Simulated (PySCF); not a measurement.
Ranking problems on computed properties.

All species are isolated and taken at one optimised geometry, non-relativistic unless stated; the electronic structure was computed with PySCF and density fitting.

The conformers computed, where there is a choice (atom-mapped SMILES and torsion angles):
- `[CH2:1]=[CH:2][Si@H:3]([NH2+:4])[F:5]`: C1–C2–Si3–N4 116°, H–N4–Si3–C2 70°, H–N4–Si3–C2 -110°
- `[CH2:1]=[C:2][C:3](=[O:4])[C:5](=[O:6])[CH2:7][SiH3:8]`: C1–C2–C3–O4 -124°, C2–C3–C5–O6 41°, C3–C5–C7–Si8 -54°
- `[CH2+:1][CH:2][C:3]1=[CH:4][S@@:5](=[O:6])[C@H:7]([F:8])[CH2:9]1`: C1–C2–C3–C4 -175°

The conformers of `N#C[C]1CCCS1` [doublet state] and `F[C]([C+](F)F)[C@H]1C=NCC1` [charge +1 and doublet state] aren't listed.

Question: Rank by isotropic g value, highest first (unrestricted B3LYP/pcH-1, mean-field spin–orbit at GFN2-xTB geometries).
A. `C=[C]C(C(=O)C[SiH3])=O` [radical]
B. `C=C[Si@H]([NH2+])F` [radical]
C. `F[C]([C+](F)F)[C@H]1C=NCC1` [radical]
D. `N#C[C]1CCCS1` [radical]
E. `[CH2+][CH]C1=C[S@@](=O)[C@H](F)C1` [radical]

Answer: E (2.00745), D (2.00558), A (2.00452), C (2.00397), B (2.00356).

Question: Rank by smallest rotational constant, highest first (GFN2-xTB).
A. `F[C@H]1[S@@](C=C(C1)[CH][CH2+])=O` [radical]
B. `C=C[Si@H]([NH2+])F` [radical]
C. `N#Cc1ccc([SiH2])cc1` [radical]
D. `C=[C]C(=O)C(=O)C[SiH3]` [radical]

Answer: B (2.325 GHz), D (0.959 GHz), A (0.734 GHz), C (0.627 GHz).
